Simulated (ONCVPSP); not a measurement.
# Scattering properties, ONCV potential for W

- Element: tungsten (W)
- Generator: ONCVPSP 4.0.1
- Type: optimised norm-conserving Vanderbilt (ONCV)
- Functional: LDA (Perdew-Zunger)
- Relativity: scalar-relativistic
- Frozen core: [Kr] 4d10 4f14
- Valence charge: 14
- Reference configuration: 5s2 5p6 5d4 6s2
- Partial waves: 5s+6s: rc 2.05 bohr, ncon 3, nbas 7, qcut 4.6 1/bohr, 2 projectors; 5p: rc 1.40 bohr, ncon 3, nbas 6, qcut 5.4 1/bohr, 3 projectors, debl 3.6 Ha; 5d: rc 2.60 bohr, ncon 3, nbas 7, qcut 6.5 1/bohr, 2 projectors, debl 2.2 Ha; f scattering state at 0.12 Ha: rc 2.00 bohr, ncon 4, nbas 9, qcut 5.5 1/bohr, 1 projector
- Local potential: polynomial inside 0.90 bohr (lpopt 5, dvloc0 6 Ha)
- Core correction: none

The phase is arctan(r·R′/R) of the radial function R(r), unwrapped; energies in Ha, scanned from -4 to 5 Ha. A pole is an energy at which the radial function vanishes at the test radius. The pseudo phase is shifted by a multiple of π to meet the all-electron one at the reference energy, and phase errors are pseudo minus all-electron; the curves can meet again beyond the range given. Levels narrower than the energy grid can be missing from the lists of poles. Where the grid stepped over a known ghost or core level, its pole and its step of π were put in at the level’s energy.

For each channel, where are the poles, and over which energies does the pseudopotential scatter like the atom?

```json
{"channel": "s", "radius (bohr)": "2.09", "reference energy (Ha)": "-0.22", "poles, all-electron": "-2.82, 3.06", "poles, pseudo": "-2.82, -0.92, 3.05", "unbroken range about the reference energy with phases within 0.05 rad": "above -0.9", "phase error 1 Ha above the reference energy (rad)": "+0.002"}
{"channel": "p", "radius (bohr)": "1.42", "reference energy (Ha)": "-1.59", "poles, all-electron": "0.70", "poles, pseudo": "0.70", "unbroken range about the reference energy with phases within 0.05 rad": "the whole range", "phase error 1 Ha above the reference energy (rad)": "+0.000"}
{"channel": "d", "radius (bohr)": "2.63", "reference energy (Ha)": "-0.17", "poles, all-electron": "0.13, 3.32", "poles, pseudo": "0.13, 3.32", "unbroken range about the reference energy with phases within 0.05 rad": "below 4.6", "phase error 1 Ha above the reference energy (rad)": "+0.001"}
{"channel": "f", "radius (bohr)": "2.02", "reference energy (Ha)": "0.12", "poles, all-electron": "-1.21, 3.27", "poles, pseudo": "2.42", "unbroken range about the reference energy with phases within 0.05 rad": "-1.0 to 0.7", "phase error 1 Ha above the reference energy (rad)": "-0.168"}
```

Note: ghosts flagged at negative energy: s at -25.1 eV; GHOST(+) flagged for d at 144.6 eV. A true bound ghost makes a file unfit for plane-wave use.

Phases in the f channel:

```tsv
E (Ha)	all-electron	pseudo
-3.98	1.375	-1.762
-3.50	1.361	-1.774
-3.02	1.344	-1.789
-2.54	1.323	-1.808
-2.06	1.292	-1.831
-1.58	1.237	-1.863
-1.10	-1.825	-1.907
-0.62	-1.960	-1.974
-0.14	-2.089	-2.091
0.34	-2.344	-2.347
0.82	-2.982	-3.068
1.30	-3.901	-4.071
1.78	-4.337	-4.478
2.26	-4.525	-4.664
2.74	-4.631	-4.801
3.22	-4.706	-4.972
3.70	-4.772	-5.387
4.18	-4.846	-6.768
4.66	-4.955	-7.433
```
